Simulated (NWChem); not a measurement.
Atomisation of CuI

```
Cu
I 1 2.3782
```
Charge 0, spin multiplicity 1.

Everything below was run with NWChem. The geometry was optimised at PBE0/def2-SVP with def2 effective core potentials on I, a minimum by its harmonic frequencies.

Basis set: def2-TZVP. The atomisation energy is electronic alone: no zero-point, thermal, spin-orbit or counterpoise terms. No value is extrapolated to the basis-set limit. Free atoms are single determinants with multiplicities Cu 2, I 2. Correlated methods freeze the same cores in atoms and molecule, 13 orbitals in all.

| method | atomisation energy (kcal/mol) | relative cost |
|---|---|---|
| M06-2X | 62.0 | under 3 |
| HF | 53.3 | 1 |
| LC-wPBE (omega 0.3 per bohr) | 124.6 | 20 |
| MP2 | 131.9 | under 3 |
| PBE | 69.5 | under 3 |
| PBE0 | 112.0 | under 3 |

The values span 78.6 kcal/mol, from HF (lowest) to MP2 (highest). The cost column gives rough processor time relative to HF; each entry includes its own SCF. Costs are the molecule's.

Effective core potentials replace the inner electrons of I; spin-orbit coupling is left out. GW and range-separated runs recompute their integrals, the others keep them in memory, which bears on the times. The structure started from a generated list of species. No SCF solution was tested for a lower state. Open-shell Hartree-Fock references start from PBE0 orbitals; any time given for them includes that run.
